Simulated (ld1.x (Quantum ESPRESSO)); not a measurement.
# tantalum (Ta), TM: configuration errors across variants

Ta (Z = 73), norm-conserving Troullier–Martins (Kleinman–Bylander form), made with ld1.x (Quantum ESPRESSO) 7.5 (LDA (PZ), scalar-relativistic). Core [Kr] 4d10 4f14 5s2, reference 5p6 5d4 6s1 6p0. Waves: 6s (bound): rc 2.15 bohr; 5p (bound): rc 2.00 bohr; 5d (bound): rc 2.80 bohr. Local part: the d channel. Core correction: none.

All-electron excitation energies from the reference (eV): (1) 5p6 5d3 6s2 6p0 -2.092; (2) 5p6 5d3 6s1 6p0 6.609; (3) 5p6 5d3 6s0 6p0 21.918; (4) 5p5 5d3 6s2 6p0 43.097; (5) 5p6 5d1 6s0 6p0 81.209; (6) 5p6 5d2 6s2 6p0 5.819; (7) 5p6 5d3 6s0 6p1 11.796; (8) 5p6 5d4 6s1 6p0 spin -2.636; (9) 5p6 5d3 6s2 6p0 spin -3.139.

Spin tests fill each open shell by Hund’s rule, majority spin first.

Tests that are not counted but printed errors over 1 eV. “wave 6s (bound): rc 2.15 bohr becomes 6s (bound): rc 2.68 bohr”: 5p5 5d3 6s2 6p0 (solver errors, printed error -895 eV). “wave 6s (bound): rc 2.15 bohr becomes 6s (bound): rc 3.00 bohr”: 5p5 5d3 6s2 6p0 (solver errors, printed error -718 eV). “wave 6s (bound): rc 2.15 bohr becomes 6s (bound): rc 3.20 bohr”: 5p5 5d3 6s2 6p0 (solver errors, printed error -14.6 eV).

1 further variants failed, have other tests or too few solved ones, and are left out.

A true bound ghost makes a file unfit for plane-wave use even where its test errors are small: the radial tests pick states by their node count and pass the ghost by. Where a test does run into it, the solver fails or the error is huge.

Errors AE − PS in meV (a dash: test not solved or not reliable):

| change | (1) | (2) | (3) | (4) | (5) | (6) | (7) | (8) | (9) | bound ghosts |
| --- | --- | --- | --- | --- | --- | --- | --- | --- | --- | --- |
| base | -0.6 | -6.3 | -6.1 | -412 | +94 | -32 | +68 | +312 | +184 | s |
| wave 6s (bound): rc 2.15 bohr becomes 6s (bound): rc 1.74 bohr | +5.5 | -13 | +2.2 | -427 | +73 | -51 | +80 | +302 | +189 | s |
| wave 6s (bound): rc 2.15 bohr becomes 6s (bound): rc 1.90 bohr | +1.5 | -13 | -5.6 | -458 | +70 | -58 | +71 | +298 | +186 | s |
| wave 6s (bound): rc 2.15 bohr becomes 6s (bound): rc 2.18 bohr | -1.3 | -5.3 | -5.7 | -404 | +100 | -29 | +68 | +315 | +183 | s |
| wave 6s (bound): rc 2.15 bohr becomes 6s (bound): rc 2.68 bohr | -6.5 | -3.1 | -2.8 | – | +131 | -31 | +71 | +323 | +178 | s |
| wave 6s (bound): rc 2.15 bohr becomes 6s (bound): rc 3.00 bohr | -3.5 | -2.7 | -6.0 | – | +113 | -21 | +68 | +321 | +181 | s |
| wave 6s (bound): rc 2.15 bohr becomes 6s (bound): rc 3.20 bohr | -0.1 | -2.0 | -10 | – | +90 | -9.5 | +64 | +320 | +184 | s |

Task: Give the same row for: wave 6s (bound): rc 2.15 bohr becomes 6s (bound): rc 2.40 bohr.

Result: -4.7, -3.3, -3.9, –, +121, -27, +69, +321, +180; bound ghosts: s. Not counted: 5p5 5d3 6s2 6p0 (solver errors, printed error -14.3 eV).
